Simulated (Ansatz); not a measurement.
A structure relaxed at PBE0-D4/def2-TZVP, charge 0, multiplicity 1:

Cartesian coordinates in Å:
```
O -0.420 0.675 -1.124
Ge -0.063 -0.088 0.422
F 0.285 -1.763 0.115
H 0.336 0.720 -1.714
H 1.212 0.475 1.062
H -1.350 -0.020 1.240
```

Give its formula and SMILES.

FGeH3O, `[OH][GeH2][F]`.

Summarise the bond lengths by kind.

1 × Ge–O 1.760 Å; 1 × H–O 0.960 Å; 1 × F–Ge 1.738 Å; 2 × Ge–H 1.526 to 1.534 Å.

Computed with Ansatz.
